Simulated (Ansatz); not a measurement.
Born–Oppenheimer molecular dynamics of BFH4N2 (8 atoms, charge 0, multiplicity 1). It starts from a relaxed structure.

The calculation used RKS PBE0/6-31G* in Ansatz.

- ensemble: NVT, Langevin thermostat
- time step: 1 fs
- steps asked: 250
- set temperature: 2000 K
- friction: 0.02 /fs
- temperature schedule: 62 steps to 2000 K, then 188 steps to 4000 K
- seed: 326735

First frame:

```xyz
8
Properties=species:S:1:pos:R:3
B -0.004 0.041 -0.104
F -0.018 0.165 1.242
N 1.245 0.115 -0.761
H 1.371 0.032 -1.756
H 2.098 0.254 -0.246
N -1.241 -0.154 -0.762
H -2.104 -0.198 -0.246
H -1.347 -0.255 -1.757
```

**Question.** How far do the bonds stretch over the last three quarters of this one trajectory? (Pairs bonded in most of those frames.)

**Answer.** 
| bond | mean (Å) | spread (Å) | shortest | longest |
| --- | --- | --- | --- | --- |
| B1–F2 | 1.389 | 0.086 | 1.19 | 1.57 |
| B1–N3 | 1.471 | 0.076 | 1.30 | 1.71 |
| B1–N6 | 1.454 | 0.075 | 1.28 | 1.63 |
| N3–H4 | 1.041 | 0.068 | 0.89 | 1.20 |
| N3–H5 | 1.056 | 0.095 | 0.85 | 1.30 |
| N6–H7 | 1.033 | 0.065 | 0.92 | 1.15 |
| N6–H8 | 1.027 | 0.058 | 0.91 | 1.16 |

Mean temperature of the second half: 3034 K. The schedule's set-point averaged 3335 K over the second half and the system 3034 K. A run of 0.25 ps of so small a system gives no equilibrium averages.

Run time: 6.6 min on 1 thread of Arm Neoverse V2 (shared host), peak memory 0.12 GiB.
